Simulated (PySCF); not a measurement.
# Calculated NMR parameters of CSc1nn(C)nc1C

```yaml
Formula: C5H9N3S
SMILES: CSc1nn(C)nc1C
InChI: InChI=1S/C5H9N3S/c1-4-5(9-3)7-8(2)6-4/h1-3H3
Point_group_of_the_computed_structure: C1
Degrees_of_unsaturation: 3
Carbon_signals: 5
Proton_signals: 3
```

Numbering as in the mapped SMILES `[CH3:1][S:2][c:3]1[n:4][n:5]([CH3:6])[n:7][c:8]1[CH3:9]`. Hydrogens are named by the atom that carries them.

- geometry from PBE0-D3(BJ)/def2-SVP
- σ from GIAO-PBE/pcSseg-1
- code: PySCF
- averaged over atoms made equivalent by symmetry, fast rotation or ring inversion, in vacuum, one computed conformer, non-relativistic

δ = σ(ref) − σ, references computed at the same level: TMS for $^{1}$H, $^{13}$C; $^{15}$N vs NH3; $^{33}$S vs CS2.

```tsv
carbon	δC, type	δH (multiplicity)	HMBC from (2–3 bonds)	span of the C tensor (ppm)
C1	18.5, CH3	2.40 (s)	–	24
C3	145.1, C	–	H(C1), H(C9)	124
C6	41.3, CH3	3.80 (s)	–	69
C8	139.0, C	–	H(C9)	135
C9	11.6, CH3	2.16 (s)	–	30
```

Other nuclei:
| atoms | nucleus | environment | δ (ppm) | σ (ppm) |
| --- | --- | --- | --- | --- |
| N7 | $^{15}$N | pyridine-type nitrogen of an azole | 354.9 | -89.9 |
| N4 | $^{15}$N | pyridine-type nitrogen of an azole | 337.8 | -72.7 |
| N5 | $^{15}$N | pyrrole-type ring nitrogen | 255.8 | 9.2 |
| S2 | $^{33}$S | sulfide sulfur | -21 | 512.3 |

Carbon types of the structure: 2 × C, 3 × CH3, which accounts for all hydrogens. δC 145.1: aromatic carbon bearing sulfur. δC 139.0: substituted aromatic carbon next to a ring nitrogen. δC 41.3: methyl carbon bonded to N; the inductive effect lowers its shielding. δH 3.80: hydrogen on a methyl carbon bonded to N; its carbon carries N, an electronegative neighbour. δH 2.16: hydrogen on a methyl carbon on an aromatic ring; benzylic-type position, deshielded by the ring.

Shifts are as computed. Against solution values, carbons near 30 ppm lie about +2 ppm off and those near 130 ppm about +2 ppm. Of 1313 compounds with measured shifts, 239 miss one by over three times the rms of a fit or turn the order of signals round; such compounds aren't used in these exercises. Experimental scales use liquid or dissolved standards, which lie at an offset from isolated NH3 (liquid NH3: subtract about 20 ppm). Unscaled 15N shifts of sp2 nitrogen come out 20 to 40 ppm too high even then. Multiplicities follow the n + 1 count of equivalent neighbours, as no J values were calculated; m marks all less simple cases, F and P coupling included.
